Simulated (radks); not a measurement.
Polarisability of the aluminium ion Al5+, [He] 2s2 2p4, at imaginary frequency. Calculated with a radial shooting solver on a logarithmic mesh with Libxc functionals: scalar-relativistic Kohn-Sham, LDA (Slater exchange, Perdew-Wang correlation), spin-polarised, spherical densities, finite nucleus; open shells are filled with parallel spins first; Fermi nuclear charge, rms radius 3.061 fm. Response by self-consistent Sternheimer equations with the Hartree and adiabatic LDA kernel, the relativistic mass of each level held fixed and spin-orbit coupling left out.

w (hartree),alpha1(iw) (bohr^3)
0.00266,0.1899
0.0143,0.1899
0.0360,0.1899
0.0697,0.1898
0.118,0.1894
0.186,0.1886
0.280,0.1870
0.413,0.1838
0.605,0.1779
0.892,0.1674
1.35,0.1509
2.12,0.1282
3.59,0.09768
6.94,0.05584
17.5,0.01563

Static values: alpha1 = 0.1899 bohr^3 (0.02815 angstrom^3; uncoupled 0.2349). C6 = 0.1012, triple-dipole C9 = 0.01269 atomic units. One-pole (London) frequency 4 C6 / (3 alpha1^2) = 3.741 hartree, against 6.322 for minus the highest occupied eigenvalue.
